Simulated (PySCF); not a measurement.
Molecule: C₈H₁₄, SMILES C(C)(CCC#C)(C)C, singlet. Atoms near the plane z = 1.0 Å, at the GFN2-xTB optimised geometry (x, y, z in Å): C5 (-0.1, 0.4, 0.0), C6 (-0.7, -0.3, 1.3), C7 (1.4, 0.4, 0.0), C8 (-0.6, 1.8, 0.0), H14 (-0.2, -1.3, 1.4), H15 (-0.4, 0.3, 2.1), H16 (-1.7, -0.4, 1.2), H18 (1.8, -0.6, 0.1), H19 (1.8, 1.0, 0.8), H20 (-0.3, 2.4, 0.9), H22 (-1.7, 1.9, 0.0).

Level of theory: PBE/def2-SVP (PySCF 2.14.0). Cells within 0.4 Å of a nucleus heavier than hydrogen are left out (blank, or x). The values are rescaled to run from 0 to 1.

```
|00000000000000000000000000000|
|00000000000000000000000000000|
|00000000000011100000000000000|
|00000000000157752000000000000|
|00000000001599996100000000000|
|00000000001799998100000000000|
|00000022112899998000000000000|
|00000145423899995000332000000|
|00000146633699981017997200000|
|00000024432366510079999610000|
|00000000000111000399999720000|
|00000000000001100599999710000|
|00000000111244311499998400000|
|00000158875567621268873100000|
|00001699998427730134320000000|
|000028999992x2520024321000000|
|00002899999526630026763100000|
|00001699997689971016885100000|
|00000268743699992003774100000|
|00000011101699994000231000000|
|00000000000489983000000000000|
|00000000000024430000000000000|
|00000000000000000000000000000|
|00000000000000000000000000000|
|00000000000000000000000000000|
|00000000000000000000000000000|
|00000000000000000000000000000|
|00000000000000000000000000000|
|00000000000000000000000000000|
```
Scale: ten equal steps from 0.000 (start of '0') to 1.00 (end of '9'), in the order '0123456789'; x runs from -4.50 to 4.50, y from -4.50 (bottom) to 4.50 (top).

Problem. Which quantity is mapped?
(A) log10 of the electron density
(B) electron localisation function
(C) electrostatic potential
(D) deformation density (molecule minus spherical neutral atoms)

Solution. B, electron localisation function
